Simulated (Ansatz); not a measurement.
A run for Ansatz (a program for electronic structure): U-CCSD(T)/cc-pVDZ on BrGeH3 (SMILES [GeH3][Br]), a point of a bond scan (R = 2.069 Å). The run froze 28 orbitals, filled d shells among them.

Ansatz 0.2 input:
```yaml
crystal:
  periodic: [false, false, false]
  atoms:
    - {symbol: Ge, position_ang: [-1.14560058, 0.04679150, 0.00463248]}
    - {symbol: Br, position_ang: [1.18424243, -0.04836981, -0.00478874]}
    - {symbol: H, position_ang: [-1.67795541, 1.98678232, -0.47965135]}
    - {symbol: H, position_ang: [-1.60695799, -0.33231658, 1.41625220]}
    - {symbol: H, position_ang: [-1.64237120, -0.95588990, -1.04278950]}
basis:
  gaussian:
    orbitals: cc-pVDZ
correlation: {method: ccsd_t, electrons: outside_noble_gas}
scf: {omitted_lower_state_checks: [cluster_reference]}
magnetization: {spin_polarized: true, initial_magnetization: 0}
```

Problem. Give the final energy of this run.

Solution. -4649.7096 hartree (reference determinant -4649.4491, T1 diagnostic 0.011).
